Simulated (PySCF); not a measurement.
Point groups of optimised structures. Method: PBE0/pcSseg-1 in PySCF (dipole) on a GFN2-xTB geometry, gas phase. The symmetry is that of the one conformer found, every atom within 0.08 Å of its image; none is proved a minimum here.

(1) What symmetry has `[CH3:1][CH2:2][C@@H:3]([CH3:4])[C@H:5]([CH3:6])[CH2:7][CH3:8]` with C1–C2–C3–C4 70°, C2–C3–C5–C6 70°, C3–C5–C7–C8 -165°?

(2) What symmetry has `[CH2:1]=[CH:2]/[C:3]([C:4](=[O:5])[Cl:6])=[C:7](/[Cl:8])[CH2:9][CH3:10]` with C1–C2–C3–C4 0°, C2–C3–C4–O5 89°, C3–C7–C9–C10 91°?

(3) `[cH:1]1[cH:2][cH:3][c:4]([SiH:5]2[NH:6][SiH2:7][NH:8]2)[n:9][cH:10]1` with C3–C4–Si5–N6 132°: symmetry, top, dipole?

(4) `C#C[C@H]1[C@@H]2CCC[C@H]1[C@H]2Cl`: symmetry, top, dipole?

Answers

(1) C2; near-prolate asymmetric top; symmetry number 2; 2 operations, which sort the 26 atoms into 13 sets; this conformer is chiral (no improper operation); dipole 0.01 D; A, B, C = 3018, 1111, 1011 MHz.

(2) C1; asymmetric top; symmetry number 1; this conformer is chiral (no improper operation); dipole 4.14 D; A, B, C = 1182, 796.8, 615.8 MHz.

(3) Cs; near-prolate asymmetric top; symmetry number 1; 2 operations, which sort the 19 atoms into 17 sets; dipole 2.63 D, in the ab plane, which is the mirror; heavy atoms equivalent by symmetry: N6/N8.

(4) Cs; asymmetric top; symmetry number 1; 2 operations, which sort the 21 atoms into 16 sets; dipole 1.55 D, in the ab plane, which is the mirror; A, B, C = 1726, 967.6, 790.2 MHz.
